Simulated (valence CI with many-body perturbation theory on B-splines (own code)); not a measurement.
## Forbidden lines of Au⁴⁰⁺

Level of theory: relativistic CI+MBPT: three valence electrons over a frozen Dirac-Fock core [Kr], radial functions for each j: 9 s, 9 p, 10 d, 8 f, 5 g, 3 h, 1 i, with the one-electron correlation potential Σ1, the two-electron term Σ2, the three-electron term Σ3, Breit, model QED; selected CI, second order for the rest (own B-spline code, finite nucleus).

No measured spectrum was set against this ion. As an estimate, large intervals hold to a few tenths of a per cent, small ones and those within an open d or f shell to about a per cent. Only levels of the ground parity were solved; by the run's estimate the other parity begins above the list, which can be wrong where configurations are misplaced.

Lines 1 to 50 of 53 in falling wavelength, among levels below 732750 cm⁻¹, chosen from the decays that carry over 1 % of a level's rate. Wavelengths and rates use the calculated energies. Electric multipoles are in the length gauge, E1 and E2 with the static RPA response of the core. Weak lines are less certain than strong ones. Lines between different terms over intervals too small for the method are left out, as are lines whose strength nearly cancels. The highest levels of a list are the least certain.

Levels are named by their leading jj configuration (3d3/2^4 stands for four electrons in 3d with j = 3/2), which in mixed levels can hold well under half, so a name can repeat and another be missing. Letters in brackets count levels of one name in rising energy.

```
λ vac (nm)                      Upper                      Lower  Type   A (s⁻¹)  Branch %
      5843      (4d3/2^2 4d5/2) J=9/2      (4d3/2^2 4d5/2) J=7/2    M1  3.48e-02      99.4
     283.4      (4d3/2^2 4d5/2) J=7/2  (4d3/2^2 4d5/2) J=5/2 [a]    M1  5.69e+02      90.7
     127.6  (4d3/2 4d5/2^2) J=7/2 [b]  (4d3/2 4d5/2^2) J=7/2 [a]    M1  1.09e+03       1.3
     127.5  (4d3/2^2 4d5/2) J=5/2 [b]      (4d3/2^2 4d5/2) J=7/2    M1  4.94e+02       2.8
     107.2  (4d3/2^2 4d5/2) J=5/2 [b]      (4d3/2^2 4d5/2) J=3/2    M1  2.54e+03      14.2
     98.35  (4d3/2 4d5/2^2) J=3/2 [b]      (4d3/2 4d5/2^2) J=1/2    M1  2.12e+03       1.2
     89.44  (4d3/2 4d5/2^2) J=3/2 [b]  (4d3/2 4d5/2^2) J=3/2 [a]    M1  3.45e+03       1.9
     87.96  (4d3/2^2 4d5/2) J=5/2 [b]  (4d3/2^2 4d5/2) J=5/2 [a]    M1  7.78e+02       4.4
     76.52            (4d5/2^3) J=3/2  (4d3/2 4d5/2^2) J=3/2 [b]    M1  7.61e+03       2.2
     76.36  (4d3/2 4d5/2^2) J=3/2 [a]  (4d3/2^2 4d5/2) J=5/2 [b]    M1  5.45e+03       1.7
     68.53  (4d3/2 4d5/2^2) J=5/2 [a]  (4d3/2^2 4d5/2) J=5/2 [b]    M1  3.08e+04      18.3
     60.21            (4d5/2^3) J=5/2  (4d3/2 4d5/2^2) J=3/2 [b]    M1  1.89e+04       4.4
     57.29  (4d3/2 4d5/2^2) J=5/2 [b]  (4d3/2^2 4d5/2) J=5/2 [b]    M1  4.41e+04      42.4
     56.12  (4d3/2 4d5/2^2) J=7/2 [b]  (4d3/2^2 4d5/2) J=5/2 [b]    M1  1.10e+04      13.1
     56.10  (4d3/2 4d5/2^2) J=7/2 [a]      (4d3/2^2 4d5/2) J=7/2    M1  5.09e+04      18.7
     55.87            (4d5/2^3) J=9/2     (4d3/2 4d5/2^2) J=11/2    M1  1.11e+04       3.4
     54.92  (4d3/2^2 4d5/2) J=5/2 [a]            (4d3/2^3) J=3/2    M1  1.46e+05     100.0
     51.82      (4d3/2 4d5/2^2) J=9/2      (4d3/2^2 4d5/2) J=9/2    M1  9.94e+04      62.8
     51.36      (4d3/2 4d5/2^2) J=9/2      (4d3/2^2 4d5/2) J=7/2    M1  5.87e+04      37.1
     50.27            (4d5/2^3) J=3/2  (4d3/2 4d5/2^2) J=5/2 [b]    M1  1.11e+04       3.2
     49.39      (4d3/2^2 4d5/2) J=3/2            (4d3/2^3) J=3/2    M1  1.17e+05      99.9
     48.54  (4d3/2 4d5/2^2) J=3/2 [a]      (4d3/2^2 4d5/2) J=1/2    M1  3.38e+04      10.3
     47.12            (4d5/2^3) J=9/2      (4d3/2 4d5/2^2) J=9/2    M1  1.30e+05      39.7
     46.83  (4d3/2 4d5/2^2) J=7/2 [a]  (4d3/2^2 4d5/2) J=5/2 [a]    M1  2.21e+05      81.2
     46.27      (4d3/2 4d5/2^2) J=1/2      (4d3/2^2 4d5/2) J=1/2    M1  1.98e+05      93.8
     46.01      (4d3/2^2 4d5/2) J=7/2            (4d3/2^3) J=3/2    E2  5.82e+01       9.3
     45.30      (4d3/2^2 4d5/2) J=1/2            (4d3/2^3) J=3/2    M1  4.40e+04      99.2
     44.59  (4d3/2 4d5/2^2) J=3/2 [a]      (4d3/2^2 4d5/2) J=3/2    M1  1.96e+05      60.2
     44.58  (4d3/2 4d5/2^2) J=5/2 [a]      (4d3/2^2 4d5/2) J=7/2    M1  7.14e+03       4.2
     44.21     (4d3/2 4d5/2^2) J=11/2      (4d3/2^2 4d5/2) J=9/2    M1  6.47e+04      99.6
     43.95            (4d5/2^3) J=3/2  (4d3/2 4d5/2^2) J=5/2 [a]    M1  1.13e+05      32.8
     43.74            (4d5/2^3) J=9/2  (4d3/2 4d5/2^2) J=7/2 [a]    M1  1.84e+05      56.2
     43.36            (4d5/2^3) J=5/2  (4d3/2 4d5/2^2) J=7/2 [b]    M1  4.16e+04       9.6
     43.04            (4d5/2^3) J=3/2      (4d3/2 4d5/2^2) J=1/2    M1  8.20e+04      23.8
     42.68            (4d5/2^3) J=5/2  (4d3/2 4d5/2^2) J=5/2 [b]    M1  6.60e+04      15.2
     42.66      (4d3/2 4d5/2^2) J=1/2      (4d3/2^2 4d5/2) J=3/2    M1  1.19e+04       5.6
     41.81  (4d3/2 4d5/2^2) J=5/2 [a]      (4d3/2^2 4d5/2) J=3/2    M1  1.11e+05      66.3
     41.24            (4d5/2^3) J=3/2  (4d3/2 4d5/2^2) J=3/2 [a]    M1  1.29e+05      37.4
     41.19  (4d3/2 4d5/2^2) J=3/2 [b]  (4d3/2^2 4d5/2) J=5/2 [b]    M1  1.09e+05      61.5
     40.87  (4d3/2 4d5/2^2) J=3/2 [a]  (4d3/2^2 4d5/2) J=5/2 [a]    M1  8.87e+04      27.2
     39.53  (4d3/2 4d5/2^2) J=5/2 [b]      (4d3/2^2 4d5/2) J=7/2    M1  5.30e+04      51.0
     39.23  (4d3/2 4d5/2^2) J=7/2 [b]      (4d3/2^2 4d5/2) J=9/2    M1  3.00e+04      35.7
     38.97  (4d3/2 4d5/2^2) J=7/2 [b]      (4d3/2^2 4d5/2) J=7/2    M1  3.49e+04      41.5
     38.52  (4d3/2 4d5/2^2) J=5/2 [a]  (4d3/2^2 4d5/2) J=5/2 [a]    M1  1.75e+04      10.4
     38.03            (4d5/2^3) J=5/2  (4d3/2 4d5/2^2) J=5/2 [a]    M1  1.10e+05      25.5
     35.99            (4d5/2^3) J=5/2  (4d3/2 4d5/2^2) J=3/2 [a]    M1  1.24e+05      28.7
     34.69  (4d3/2 4d5/2^2) J=5/2 [b]  (4d3/2^2 4d5/2) J=5/2 [a]    M1  5.40e+03       5.2
     34.26  (4d3/2 4d5/2^2) J=7/2 [b]  (4d3/2^2 4d5/2) J=5/2 [a]    M1  6.29e+03       7.5
     33.81  (4d3/2^2 4d5/2) J=5/2 [b]            (4d3/2^3) J=3/2    M1  1.39e+04      77.9
     32.36            (4d5/2^3) J=5/2  (4d3/2 4d5/2^2) J=7/2 [a]    M1  6.72e+04      15.5
```
